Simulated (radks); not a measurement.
Values are calculated unless marked as measured or tabulated.
Question: Species: the silver ion Ag3.25+. Configuration: [Ar] 3d10 4s2 4d(up 4, down 4) 4p(up 3, down 2.75) (fractional occupations, a model configuration). Level of theory: scalar-relativistic Kohn-Sham, PBE, spin-polarised, spherical densities, point nucleus (a radial shooting solver on a logarithmic mesh with Libxc functionals). Some entries of the table are withheld. Estimate them.

| orbital | occ. | eigenvalue (hartree) | <r^2> (bohr^2) | r(max) (bohr) |
|---|---|---|---|---|
| 1s up | 1 | -932.5333 | 0.001308 | 0.02016 |
| 1s down | 1 | -932.5311 | 0.001308 | 0.02016 |
| 2s up | 1 | -138.7092 | 0.02146 | 0.1140 |
| 2s down | 1 | -138.7078 | 0.02146 | 0.1140 |
| 2p up | 3 | -124.5870 | 0.01691 | 0.09114 |
| 2p down | 3 | -124.5848 | 0.01691 | 0.09114 |
| 3s up | 1 | -26.76769 | 0.1553 | 0.3326 |
| 3s down | 1 | -26.76547 | 0.1553 | 0.3326 |
| 3p up | 3 | -22.12923 | 0.1568 | 0.3258 |
| 3p down | 3 | -22.12670 | 0.1568 | 0.3258 |
| 3d up | 5 | -14.81656 | 0.1424 | (1) |
| 3d down | 5 | -14.81393 | 0.1423 | (2) |
| 4s up | 1 | -5.08974 | (3) | 0.8203 |
| 4s down | 1 | -5.07889 | (4) | 0.8203 |
| 4p up | 3 | -3.73058 | 1.103 | 0.8722 |
| 4p down | 2.75 | -3.72040 | 1.104 | 0.8724 |
| 4d up | 4 | -1.76527 | (5) | 1.005 |
| 4d down | 4 | -1.75752 | (6) | 1.006 |

Answer: 
(1) 3d up r(max) (bohr): 0.2738
(2) 3d down r(max) (bohr): 0.2738
(3) 4s up <r^2> (bohr^2): 0.9239
(4) 4s down <r^2> (bohr^2): 0.9246
(5) 4d up <r^2> (bohr^2): 1.785
(6) 4d down <r^2> (bohr^2): 1.793
